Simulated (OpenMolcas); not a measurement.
## d2 ions of charge +3 down a group on the Ga site of K2NaGaF6

```json
{"Program": "OpenMolcas", "Method": "CASSCF", "Spin-orbit coupling": "RASSI with atomic mean-field integrals over the reference wave functions"}
```

The d shell is active. Each dopant is a cluster with its nearest anions in model potentials and point charges, with no relaxation. Distances were set from a Shannon-type radius of the metal (high-spin where two are listed) plus a fixed donor radius (F 1.31 Å), in hosts weighted 0.65 to 0.35 with the host's distance in the model lattice. Ligand basis ANO-RCC-VDZP, DKH2 Hamiltonian. States (labels of O, the rotations of Oh). Energies in cm-1 above the lowest state or level, χT in cm3 K/mol; under a threefold ground state the first gap can be a small split of the lowest multiplet, not the spin-orbit step; 10Dq and B are least-squares fits to the states below 45000 cm-1, weighted by degeneracy, with a free offset, and given where the rms deviation is under 5 % of |10Dq| (or 100 cm-1) and under 700 cm-1. Spin-only χT is S(S+1) / 2 for the spin of the ground state.

```
 Ion  Shell  R (Å)   Metal basis  Ground state  First state of that spin   10Dq  B (rms of fit)  First gap with spin-orbit (degeneracies)  χT at 300 K  First state of another spin  Spin-only χT
Nb3+    4d2  1.998  ANO-RCC-VTZP           3T1                 3T2 30540  32172        686 (98)                               16.8 (2, 3)        0.480                      1E 9728         1.000
Ta3+    5d2  1.998  ANO-RCC-VTZP           3T1                 3T2 36225  37837        661 (72)                              168.7 (2, 3)        0.183                      1E 9278         1.000
```

|10Dq| changes by a factor of 37837 / 32172 = 1.18 from Nb3+ to Ta3+.

B goes from 686 cm-1 (Nb3+) to 661 cm-1 (Ta3+).

χT departs most from the spin-only value for Ta3+, by -0.817 cm3 K/mol.

An orbital triplet at a regular site is open to Jahn-Teller coupling, which can distort the site and quench the lowest spin-orbit gaps and is left out. Without dynamic correlation the repulsion within the d shell is too large (B by tens of per cent), so at a given field states of lower spin stand too high. With metal d orbitals alone the field can be off either way by tens of per cent. Ligand-to-metal charge-transfer states are missing. With no ligand orbital active B as a rule stays too high, so bands that hang on it stand too high and its fall with covalency is understated. The least metal-like active orbital is 82 % on the metal (Löwdin) and no ligand orbital is active, so the numbers are rough (holds for Nb3+). The least metal-like active orbital is 79 % on the metal (Löwdin) and no ligand orbital is active, so the numbers are rough (holds for Ta3+). No measured value stands beside these numbers; the geometry was set by hand and not optimised.
